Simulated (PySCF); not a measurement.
A side-by-side comparison of computed properties.

First species: 1,2,5-thiadiazole, C2H2N2S.
Z-matrix (Å and degrees, PBE0-D3(BJ)/def2-SVP geometry), rows numbered from 1:
```
C 
C   1  1.4276
N   2  1.3136  1  113.70
S   3  1.6420  2  107.18  1    -0.01
N   1  1.3138  2  113.70  3     0.02
H   1  1.0926  2  126.01  3  -179.99
H   2  1.0927  1  126.06  3   179.98
```

Second species: C₇H₁₂NP.
Z-matrix (Å and degrees, PBE0-D3(BJ)/def2-SVP geometry), rows numbered from 1:
```
C 
C   1  1.4974
C   2  1.3737  1  124.23
N   3  1.3691  2  114.00  1   179.93
C   4  1.4641  3  123.54  2  -179.99
C   5  1.5227  4  111.16  3   -63.56
C   5  1.5227  4  111.15  3    63.01
C   4  1.3568  3  112.88  2     0.00
P   8  1.7258  4  113.77  3     0.00
H   1  1.1017  2  111.61  3  -120.19
H   1  1.1016  2  111.65  3   120.26
H   1  1.1007  2  111.30  3     0.01
H   3  1.0910  2  126.80  1    -0.04
H   5  1.1009  4  104.82  3   179.73
H   6  1.0995  5  110.81  4   -53.77
H   6  1.1002  5  110.26  4  -173.88
H   6  1.1007  5  111.31  4    66.60
H   7  1.1002  5  110.25  4   174.02
H   7  1.1007  5  111.33  4   -66.46
H   7  1.0995  5  110.82  4    53.93
H   8  1.0910  4  118.12  3  -180.00
```

Levels: wB97X-D/def2-SVPD for dipole moment, HOMO energy, LUMO energy, HOMO–LUMO gap, static isotropic polarisability and electronic spatial extent ⟨r²⟩ about the centre of nuclear charge; TDDFT wB97X-D/def2-SVPD for lowest singlet excitation; TDA wB97X-D/def2-SVPD for lowest triplet excitation (Tamm–Dancoff); ΔSCF wB97X-D/def2-SVPD for vertical ionisation energy; PBE0-D3(BJ)/def2-SVP for rotational constant A and rotational constant C. Geometries: PBE0-D3(BJ)/def2-SVP. Each structure is a single optimised conformer of the isolated species, non-relativistic unless stated; the electronic structure was computed with PySCF and density fitting.

The conformers computed, where there is a choice (atom-mapped SMILES and torsion angles):
- `[CH3:1][c:2]1[cH:3][n:4]([CH:5]([CH3:6])[CH3:7])[cH:8][p:9]1`: C3–N4–C5–C6 -64°

Values for the first species:

| Item | Value |
| --- | --- |
| Dipole moment | 1.69 D |
| HOMO energy | -9.84 eV |
| LUMO energy | -0.01 eV |
| HOMO–LUMO gap | 9.83 eV |
| Lowest singlet excitation | 5.25 eV |
| Lowest triplet excitation (Tamm–Dancoff) | 3.98 eV |
| Static isotropic polarisability | 51.4 au |
| Vertical ionisation energy | 10.29 eV |
| Electronic spatial extent ⟨r²⟩ about the centre of nuclear charge | 349 bohr² |
| Rotational constant A | 8.547 GHz |
| Rotational constant C | 3.622 GHz |

Estimate the same properties for the second species, and the change in each.

```
                                                         property      first      second  second less first
                                                    dipole moment     1.69 D      4.00 D            +2.31 D
                                                      HOMO energy   -9.84 eV    -7.84 eV           +2.00 eV
                                                      LUMO energy   -0.01 eV     1.64 eV           +1.65 eV
                                                    HOMO–LUMO gap    9.83 eV     9.48 eV           -0.35 eV
                                        lowest singlet excitation    5.25 eV     5.44 eV           +0.19 eV
                         lowest triplet excitation (Tamm–Dancoff)    3.98 eV     3.61 eV           -0.37 eV
                                  static isotropic polarisability    51.4 au    115.2 au           +63.8 au
                                       vertical ionisation energy   10.29 eV     7.91 eV           -2.38 eV
electronic spatial extent ⟨r²⟩ about the centre of nuclear charge  349 bohr²  1625 bohr²        +1276 bohr²
                                            rotational constant A  8.547 GHz   2.514 GHz         -6.033 GHz
                                            rotational constant C  3.622 GHz   0.770 GHz         -2.852 GHz
```

On the first: S1 lies 4.58 eV below the HOMO–LUMO gap; its leading configuration is HOMO−1→LUMO, weight 0.98. The ΔSCF ionisation energy exceeds −ε(HOMO) by 0.45 eV with wB97X-D.

On the second: The 10 singlets span 5.44 to 7.02 eV, and their oscillator strengths add up to 0.74. The ΔSCF ionisation energy exceeds −ε(HOMO) by 0.07 eV with wB97X-D.
